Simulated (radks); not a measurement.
The numbers below are computed, except where a source is named.
Spherical quantum dot in the effective-mass picture: electrons in a parabolic well V = omega^2 r^2 / 2 with omega = 3.96, with a point charge +1 (a donor) at the centre, all in effective atomic units (hartree* = m*/eps^2 hartree, bohr* = eps/m* bohr), one dielectric constant everywhere. Level of theory: non-relativistic Kohn-Sham, LDA (Slater exchange, Perdew-Wang correlation), spin-polarised, spherical densities (a radial shooting solver with Libxc functionals). Levels are named by radial order and angular momentum (1s, 1p, 1d, 2s, ...), and open shells are averaged over m.

N = 38, configuration 1s2 1p6 1d10 2s2 1f14 2p(up 3, down 1). This is the lowest configuration that the search found. Occupied and some empty levels:

level    occupation  eigenvalue (hartree*)  <r> (bohr*)
1s up             1                 38.049       0.7068
1s down           1                 38.118       0.7117
1p up             3                 40.550       0.9795
1p down           3                 40.588       0.9822
2s up             1                 42.703        1.017
2s down           1                 42.753        1.013
1d up             5                 42.918        1.151
1d down           5                 42.945        1.151
1f up             7                 45.394        1.281
1f down           7                 45.419        1.280
2p up             3                 45.689        1.148
2p down           1                 45.750        1.149
1g up             0                 48.002        1.389
1g down           0                 48.030        1.388
3s up             0                 48.338        1.193
3s down           0                 48.380        1.194
2d up             0                 48.559        1.269
2d down           0                 48.605        1.271

Energy (hartree*): total 1099.40, kinetic 183.15, external 388.69, Hartree 565.45, exchange-correlation -37.883.

Electron density:

r (bohr*)  n(r) (e/bohr*^3)
0.0479                5.721
0.168                 4.715
0.289                 4.095
0.409                 3.661
0.530                 3.311
0.650                 3.047
0.771                 2.900
0.891                 2.838
1.01                  2.752
1.13                  2.528
1.25                  2.117
1.37                  1.582
1.49                  1.035
1.61                 0.5922
1.74                 0.2921
1.85                 0.1254
1.98                0.04616
2.10                0.01482
2.22               0.004092
2.34              0.0009885
